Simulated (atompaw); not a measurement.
**Scattering properties, PAW (atompaw) potential for Zn**

atompaw 4.2.0.5 input, output lines left out:

```
Zn 30
GGA-PBESOL scalarrelativistic loggrid 1500 logderivrange -3 5 201
4 4 3 0 0 0
4 0 1
4 1 1
0 0 0
c
c
c
v
c
c
v
v
2
2.65 2.55 1.80 2.50
y
1.2
n
y
0.8
n
y
-0.45
n
custom polynom2 7 10 vanderbiltortho sinc
3 0 vpsmatchnc
2.65
2.65
2.65
2.65
0.80
0.80
```

The phase is arctan(r·u′/u) with u = r·R(r), unwrapped; energies in Ry, scanned from -3 to 5 Ry. A pole is an energy at which the radial function vanishes at the test radius. The pseudo phase is shifted by a multiple of π to meet the all-electron one at the reference energy, and phase errors are pseudo minus all-electron; the curves can meet again beyond the range given. Levels narrower than the energy grid can be missing from the lists of poles.

```tsv
channel	radius (bohr)	reference energy (Ry)	poles, all-electron	poles, pseudo	unbroken range about the reference energy with phases within 0.05 rad	phase error 1 Ry above the reference energy (rad)
s	2.66	-0.54	0.64	0.64	below 3.2	+0.001
p	2.66	-0.15	1.67	1.66, 3.48	below 2.6	-0.000
d	2.66	-0.91	-0.85, 3.55	-0.85, 3.56	not even at the reference energy	+0.001
```

A Bessel basis up to 400 Ry misses an occupied level by 0.95 Ry, so cutoffs were not judged. Note: ghost state, extra bound levels that the all-electron valence spectrum of the same l lacks: s at -6.9 eV (other channels not judged).

Phases in the s channel:

| E (Ry) | all-electron | pseudo |
| --- | --- | --- |
| -3.00 | 1.309 | 1.305 |
| -2.76 | 1.292 | 1.287 |
| -2.52 | 1.271 | 1.265 |
| -2.28 | 1.244 | 1.238 |
| -2.04 | 1.208 | 1.202 |
| -1.80 | 1.159 | 1.151 |
| -1.56 | 1.086 | 1.077 |
| -1.32 | 0.967 | 0.956 |
| -1.08 | 0.741 | 0.728 |
| -0.84 | 0.256 | 0.242 |
| -0.60 | -0.527 | -0.528 |
| -0.36 | -1.051 | -1.047 |
| -0.12 | -1.295 | -1.292 |
| 0.12 | -1.425 | -1.423 |
| 0.36 | -1.506 | -1.505 |
| 0.60 | -1.563 | -1.562 |
| 0.84 | -1.607 | -1.607 |
| 1.08 | -1.645 | -1.645 |
| 1.32 | -1.680 | -1.680 |
| 1.56 | -1.713 | -1.713 |
| 1.80 | -1.748 | -1.748 |
| 2.04 | -1.787 | -1.785 |
| 2.28 | -1.833 | -1.829 |
| 2.52 | -1.891 | -1.883 |
| 2.76 | -1.969 | -1.955 |
| 3.00 | -2.083 | -2.057 |
| 3.24 | -2.265 | -2.215 |
| 3.48 | -2.583 | -2.483 |
| 3.72 | -3.102 | -2.939 |
| 3.96 | -3.657 | -3.510 |
| 4.20 | -4.020 | -3.933 |
| 4.44 | -4.226 | -4.179 |
| 4.68 | -4.350 | -4.324 |
| 4.92 | -4.431 | -4.418 |
